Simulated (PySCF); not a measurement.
Spectrum to structure. Level of theory: TDDFT CAM-B3LYP/def2-SVPD, vertical, gas phase, core orbitals frozen in the response in PySCF 2.14.0, density-fitted response routines. Geometries: GFN2-xTB, one conformer each.

```
state  E (eV)       f
   S1    5.30  0.0000
   S2    6.05  0.0008
   S3    6.07   0.254
   S4    6.36  0.0000
   S5    6.67  0.0016
   S6    6.71  0.0000
   S7    6.72  0.0000
   S8    7.12  0.0000
```

Triplets computed (Tamm–Dancoff): 4.15, 5.26, 5.38 eV.

Problem. Which structure fits? All have the formula C6H9N.
A. `C#C[C@]1(C)CCN1`
B. `Cc1ccc(C)[nH]1`
C. `[H]/N=C(\C#C)C(C)C`
D. `C=CC/C=N/C=C`

Solution. B. Its S1 lies at 5.30 eV; the nearest of the others has S1 at 4.79 eV. S1 is HOMO→LUMO (95%). Löwdin shares by element: HOMO carbon 76% or more (atoms not listed hold the other 24%); LUMO carbon 35% or more, hydrogen 19% or more (atoms not listed hold the other 46%). At the same level the other candidates give, for their lowest levels:
- `C=CC/C=N/C=C`: 4.63 eV (f 0.003); 5.82 eV (f 0.833); 6.53 eV (f 0.017); 7.13 eV (f 0.011); 7.19 eV (f 0.007); T1 3.41 eV; HOMO -8.33, LUMO -0.03 eV
- `C#C[C@]1(C)CCN1`: 6.33 eV (f 0.014); 6.50 eV (f 0.003); 6.66 eV (f 0.017); 6.74 eV (f 0.001); 7.10 eV (f 0.011); T1 5.39 eV; HOMO -8.06, LUMO 1.33 eV
- `[H]/N=C(\C#C)C(C)C`: 4.79 eV (f 0.003); 5.65 eV (f 0.000); 6.01 eV (f 0.096); 6.77 eV (f 0.001); 7.47 eV (f 0.023); T1 4.07 eV; HOMO -9.17, LUMO -0.11 eV
